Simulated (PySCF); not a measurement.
Level of theory: PBE-D3(BJ)/def2-TZVP // PBE-D3(BJ)/def2-SVP (PySCF). Gas-phase values, no solvent. One relaxed conformer stands for a flexible species; it need not be the lowest. 

Reference species: [Zn(NH2)2] (neutral, multiplicity 1).

| Quantity | Value |
|---|---|
| HOMO | -5.53 eV |
| LUMO | -1.22 eV |
| coordination number | 2 |

Changed species: [Zn(NH2)(H)] (1 of 2 NH2 replaced by H; the reference has 0 of 2 NH2 replaced by H).

**Question.** Give the shifts of the HOMO, LUMO and coordination number.

**Answer.** the HOMO decreases by 0.03 eV, to -5.56 eV; the LUMO goes up by 0.22 eV, to -1.00 eV; the coordination number is nearly the same.
